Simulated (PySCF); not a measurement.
A side-by-side comparison of computed properties.

First species: C6H11BO2.
SMILES with atom numbers: `[CH2:1]=[CH:2][CH2:3][C@@H:4]1[CH2:5][CH2:6][O:7][BH:8][O:9]1` (hydrogens: H10, H11 on C1; H12 on C2; H13, H14 on C3; H15 on C4; H16, H17 on C5; H18, H19 on C6; H20 on B8)

Second species: GaH2(nPr), C3H9Ga.
Z-matrix (Å and degrees, PBE0-D3(BJ)/def2-SVP geometry), rows numbered from 1:
```
Ga
H   1  1.5775
H   1  1.5777  2  118.67
C   1  1.9788  2  121.07  3   177.78
C   4  1.5332  1  112.37  2   -96.24
C   5  1.5228  4  113.26  1  -179.15
H   4  1.1042  1  108.72  2   142.49
H   4  1.1032  1  109.46  2    26.11
H   5  1.1051  4  110.01  1    58.76
H   5  1.1050  4  109.93  1   -57.01
H   6  1.1019  5  110.97  4    59.98
H   6  1.1013  5  111.73  4  -179.68
H   6  1.1016  5  111.02  4   -59.35
```

Levels: CAM-B3LYP/def2-SVPD for HOMO energy, LUMO energy, HOMO–LUMO gap and static isotropic polarisability; TDDFT CAM-B3LYP/def2-SVPD for lowest singlet excitation; TDA CAM-B3LYP/def2-SVPD for lowest triplet excitation (Tamm–Dancoff). Geometries: PBE0-D3(BJ)/def2-SVP. All species are isolated and taken at one optimised geometry, non-relativistic unless stated. Electronic properties by PySCF.

Values for the first species:

| Quantity | Value |
| --- | --- |
| HOMO energy | -9.05 eV |
| LUMO energy | 0.95 eV |
| HOMO–LUMO gap | 10.00 eV |
| Lowest singlet excitation | 7.32 eV |
| Lowest triplet excitation (Tamm–Dancoff) | 4.34 eV |
| Static isotropic polarisability | 90.3 au |

Task: Estimate the same properties for the second species, and the change in each.

Result: 
```
                                property     first    second  second less first
                             HOMO energy  -9.05 eV  -8.88 eV           +0.17 eV
                             LUMO energy   0.95 eV  -0.57 eV           -1.52 eV
                           HOMO–LUMO gap  10.00 eV   8.31 eV           -1.69 eV
               lowest singlet excitation   7.32 eV   4.73 eV           -2.59 eV
lowest triplet excitation (Tamm–Dancoff)   4.34 eV   4.39 eV           +0.05 eV
         static isotropic polarisability   90.3 au   69.2 au           -21.1 au
```

On the first: No computed singlet falls in the visible range (750 to 380 nm, 1.65 to 3.26 eV); S1 lies 4.06 eV above its blue end. The vertical singlet–triplet gap S1 − T1 is 2.98 eV (TDDFT singlet less Tamm–Dancoff triplet; S1: HOMO→LUMO, weight 0.73; T1: HOMO→LUMO, weight 0.45, beside HOMO→LUMO+1, weight 0.40).

On the second: The vertical singlet–triplet gap S1 − T1 is 0.34 eV (TDDFT singlet less Tamm–Dancoff triplet; S1: HOMO→LUMO, weight 0.98; T1: HOMO→LUMO, weight 0.96). S1 lies 3.58 eV below the HOMO–LUMO gap; its leading configuration is HOMO→LUMO, weight 0.98. Relativistic effects, spin–orbit coupling among them, are left out although an element past zinc is present.

One conformer stands for the species.
